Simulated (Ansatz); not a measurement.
C$_{3}$H$_{11}$BO$_{2}$ from Hartree–Fock to CCSD(T)

Cartesian coordinates in Å:
```
C -0.382 1.416 -1.219
O -0.161 0.651 -0.048
B 0.122 -0.686 -0.078
C 0.225 -1.453 -1.447
C 0.331 -1.379 1.311
O -0.570 2.222 2.313
H -1.213 1.011 -1.802
H 0.512 1.440 -1.847
H -0.628 2.431 -0.908
H 0.509 -2.499 -1.324
H 0.948 -0.982 -2.122
H -0.735 -1.431 -1.977
H -0.330 -2.247 1.407
H 0.160 -0.718 2.163
H 1.349 -1.780 1.380
H -0.455 1.635 1.551
H 0.317 2.370 2.646
```

Charge 0, multiplicity 1. The bonds changed during the relaxation, so this is another structure than the one it started from. Geometry: relaxed with PBE0-D4/def2-TZVP. It is one conformer, not always the lowest. Frozen core, restricted reference, Ansatz.

```tsv
basis	HF (Eh)	MP2 corr.	CCSD corr.	(T)	CCSD(T) total
def2-SVP	-294.25824	?	?	?	?
def2-TZVPP	-294.60380	?	–	–	–
def2-QZVPP	-294.61833	-1.21460	–	–	–
```

Task: Fill in the withheld values. (Estimate.)

Result: The calculation gave: def2-SVP MP2 corr.: -0.90650; def2-SVP CCSD corr.: -0.97564; def2-SVP (T): -0.02421; def2-SVP CCSD(T) total: -295.25809; def2-TZVPP MP2 corr.: -1.13430.
